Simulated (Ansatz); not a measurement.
`[NH2][Y]([OH])[F]` + HCl → `[NH2][Y]([F])[Cl]` + H₂O at 600 K and 1 bar (ligand exchange at a Y–O bond).

Isolated molecules relaxed with PBE0-D4/def2-TZVP in Ansatz; ΔE leaves out vibrations. CBS: MP2 limit from def2 TZ/QZ plus the TZ coupled-cluster correction, frozen cores. This one scheme is used for every species. Elements past krypton have def2 core potentials. For Y outer-core shells are correlated without core-valence functions, which leaves a few kJ/mol of doubt a bond. Each species was taken in one conformer, which may not be the lowest.

```
            species  CCSD(T)/CBS energy (Eh)  H − E (kJ/mol)  S (J/(mol·K))
`[NH2][Y]([OH])[F]`               -269.91757           155.8          430.6
                HCl               -460.38127            35.4          207.2
`[NH2][Y]([F])[Cl]`               -653.94368           120.8          423.9
                H₂O                -76.37941            76.8          212.8
```

H − E and S are ideal-gas, rigid-rotor, harmonic terms from PBE0-D4/def2-TZVP, for one conformer and one mirror image of each species. 1 Eh = 2625.50 kJ/mol, R = 8.31446 J/(mol·K).

Task: By hand: ΔE, ΔH, ΔS and ΔG.

Result: ΔE = (-653.94368) + (-76.37941) − (-269.91757) − (-460.38127) = -0.02425 Eh = -63.7 kJ/mol. Δ(H − E) = 120.8 + 76.8 − 155.8 − 35.4 = 6.4, so ΔH = -57.3 kJ/mol. ΔS = 423.9 + 212.8 − 430.6 − 207.2 = -1.1 J/(mol·K). ΔG = -57.3 − 600 × (-1.1)/1000 = -56.6 kJ/mol.

Task: By hand: the equilibrium constant, and the temperature at which ΔG would vanish if ΔH and ΔS stayed fixed.

Result: log₁₀ K = −ΔG/(RT ln 10) = 4.9. ΔG = 0 at ΔH/ΔS = 52091 K, far beyond where these terms or the molecules hold.

The number of gas molecules stays the same, so ΔS is small and ΔH decides. A doubt of 5 kJ/mol in ΔE shifts log₁₀ K by 0.4 here. Other conformers and mirror images would add mixing entropy, several J/(mol·K) or more a flexible species. Modes under 60 cm⁻¹, often nearly free rotors, make the harmonic entropy too high. These are equilibria of isolated gas molecules and say nothing of rates. Largest T1 diagnostic: 0.014 (customary marks: 0.02 for closed shells, 0.045 for open ones).
